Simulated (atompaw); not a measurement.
**What one change does to a pseudopotential (As (Z = 33), PAW (atompaw))**

* Element: As (Z = 33)
* Generator: atompaw 4.2.0.5
* Type: PAW
* Functional: PBEsol
* Relativity: scalar-relativistic
* Frozen core: [Ar]
* Valence charge: 15
* Reference configuration: 3d10 4s2 4p3
* Partial waves: 4s (bound): rc 1.45 bohr; 4s channel at 0.05 Ry: rc 2.05 bohr; 4p (bound): rc 2.05 bohr; 4p channel at 1.85 Ry: rc 2.05 bohr; 3d (bound): rc 1.35 bohr; 3d channel at -2.65 Ry: rc 1.35 bohr
* Local potential: bessel scheme, radius 1.45 bohr
* Core correction: smooth core density matched at 1.40 bohr
* Augmentation charge: sinc compensation charge, radius 1.90 bohr; PAW radius 2.05 bohr; waves and projectors: custom polynom vanderbiltortho

Change: augmentation sinc compensation charge, radius 1.90 bohr; PAW radius 2.05 bohr; waves and projectors: custom rrkj gramschmidtortho.

Cutoffs: the cutoffs (Ry, on a coarse ladder) from which the occupation-weighted sum of valence levels, in a spherical-Bessel basis at the reference potential, stays within 10 and 1 mRy of its value at 400 Ry; they do not see the model core or the augmentation charge, which bear on the density cutoff.

Question: What does the change do?

Answer: The potential gets softer (90 Ry and 140 Ry → 70 Ry and 120 Ry); the range in which the s phases agree narrows (upper end at the end of the scan → 3.6); the range in which the d phases agree widens (upper end 1.8 → at the end of the scan); neither file shows a bound ghost.

| quantity | base | changed |
| --- | --- | --- |
| cutoff, loose | 90 Ry | 70 Ry |
| cutoff, tight | 140 Ry | 120 Ry |
| loose cutoff by channel (10 mRy a level) | s 6 Ry, p 6 Ry, d 50 Ry | s 10 Ry, p 8 Ry, d 50 Ry |
| bound ghosts | none | none |
| s: phases at 2.05 bohr within 0.05 rad from the reference energy up to (Ry; the scan ends near 5) | to the end of the scan | 3.6 |
| p: phases at 2.05 bohr within 0.05 rad from the reference energy up to (Ry; the scan ends near 5) | to the end of the scan | to the end of the scan |
| d: phases at 2.05 bohr within 0.05 rad from the reference energy up to (Ry; the scan ends near 5) | 1.8 | to the end of the scan |
| lowest overlap eigenvalue by channel | s 0.00, p 0.49, d 0.98 | s 0.02, p 0.65, d 1.00 |

 The cutoffs see the waves, projectors and local potential, not the compensation charge or the core.
